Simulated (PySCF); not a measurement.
Precursor series Zr Cl-NH2. Isolated molecules, 0 K electronic values unless said otherwise. One relaxed conformer stands for each flexible species; it need not be the lowest.

These are B3LYP-D3(BJ)/def2-TZVP // TPSS-D3(BJ)/def2-SVP run with PySCF values and carry that method's errors. All candidates: neutral, multiplicity 1. B3LYP has the VWN-RPA correlation part, as in Gaussian. 

| Item | Value |
|---|---|
| HOMO–LUMO gap | 6.44 eV |
| HOMO | -9.43 eV |
| LUMO | -3.00 eV |

Problem. Say which member has these values.
A. [Zr(Cl)4]
B. [Zr(Cl)3(NH2)]
C. [Zr(Cl)2(NH2)2]
D. [Zr(Cl)(NH2)3]

Solution. A, [Zr(Cl)4]. The others give [Zr(Cl)3(NH2)]: 5.63 eV, -8.14 eV, -2.51 eV; [Zr(Cl)2(NH2)2]: 5.53 eV, -7.54 eV, -2.00 eV; [Zr(Cl)(NH2)3]: 6.30 eV, -7.10 eV, -0.80 eV
